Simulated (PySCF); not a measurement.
Compound: C6H11N3.
Atom-mapped SMILES: `[CH3:1][C:2]([CH3:3])([CH3:4])[c:5]1[cH:6][n:7][nH:8][n:9]1`

Geometry (GFN2-xTB, Å), atoms numbered from 1 in this order:
```xyz
20
C6H11N3 angstrom
C     -1.5870   -0.6922    0.6143
C     -0.5621    0.2785    0.0147
C     -0.4774    1.5370    0.8869
C     -0.9746    0.6581   -1.4081
C      0.7793   -0.3890    0.0134
C      1.6513   -0.6948   -1.0476
N      2.7234   -1.2890   -0.5510
N      2.4995   -1.3340    0.7414
N      1.3590   -0.8132    1.1314
H     -1.6558   -1.5949    0.0101
H     -1.2876   -0.9727    1.6208
H     -2.5683   -0.2248    0.6536
H     -1.4464    2.0288    0.9311
H     -0.1697    1.2703    1.8946
H      0.2488    2.2366    0.4776
H     -1.0415   -0.2253   -2.0394
H     -1.9486    1.1420   -1.3924
H     -0.2568    1.3476   -1.8473
H      1.5527   -0.5186   -2.0976
H      3.1566   -1.7396    1.3904
```

Definitions: NICS(0) = −σiso at the ring centroid; NICS(1) = −σiso and NICS(1)zz = −σzz at ±1 Å along the ring normal z. Level: GIAO PBE0/pcSseg-1 (PySCF, non-relativistic, gas phase) on the GFN2-xTB geometry, one conformer.

Ring bond lengths (Å), with Mayer bond orders in brackets: C5–C6 1.407 (1.35), C6–N7 1.323 (1.52), N7–N8 1.312 (1.25), N8–N9 1.313 (1.25), N9–C5 1.329 (1.47).

Task: What do the NICS probes read (ppm)?

Result: 
```json
{"ring": "C5–C6–N7–N8–N9", "type": "5-membered ring with 3 N; formal bonds all aromatic", "NICS(0)": "-14.0", "NICS(1), two faces": "-13.6 / -13.6", "NICS(1)zz, two faces": "-33.9 / -33.9", "rms pucker (Å)": "0.00", "centre to ring atoms, mean (Å)": "1.14"}
```

Task: What can be read from them?

Result: 
- C5–C6–N7–N8–N9: mean NICS(1)zz -33.9 ppm, shielded. For a flat ring without four-coordinate atoms the NICS criterion counts such a value as aromatic.

Task: And the bond-length index? HOMA takes Krygowski's 1993 parameters.

Result: 
- C5–C6–N7–N8–N9: HOMA 0.98; the largest term is that of C5–C6, α(R − Ropt)² = 0.09. The geometric and the magnetic index point the same way.

Task: How shielded are the nuclei of the rings and their hydrogens (means over atoms taken as equivalent)?

Result: 
```csv
atoms,environment,σ isotropic (ppm)
C5,substituted aromatic carbon,24.2
C6,aromatic CH next to a ring nitrogen,52.8
N7,pyridine-type nitrogen,-96.1
N8,pyrrole-type nitrogen,5.6
N9,pyridine-type nitrogen,-89.6
H19,aromatic hydrogen,24.14
H20,N–H hydrogen,20.79
```

Time: 38 s of wall time; peak memory 1.0 GiB. Hardware: one thread, Arm Neoverse V2 (aarch64), on a shared host. This is the whole shielding run at PBE0/pcSseg-1, SCF included.
